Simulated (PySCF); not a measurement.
## Electron correlation in Ar²⁺ (argon, charge +2)

[Ne] 3s1 3p5, high-spin 3P determinant (an excited configuration). All numbers are calculated (PySCF 2.14, the spin-free X2C one-electron Hamiltonian (Gaussian nucleus), in x2c-TZVPPall (5s5p3d1f, 42 functions)). Frozen: [Ne]; 6 electrons correlated.

| level | correlation energy (mhartree) |
| --- | --- |
| CCSD | -257.74 |
| (T) | -17.23 |
| CCSD(T) | -274.97 |

Diagnostics: T1 = 0.013, D1 = 0.0251, largest double amplitude 0.197.

Task: Is a single reference adequate?

Result: Not fully. A double-excitation amplitude exceeds 0.15, a sign of near-degeneracy.
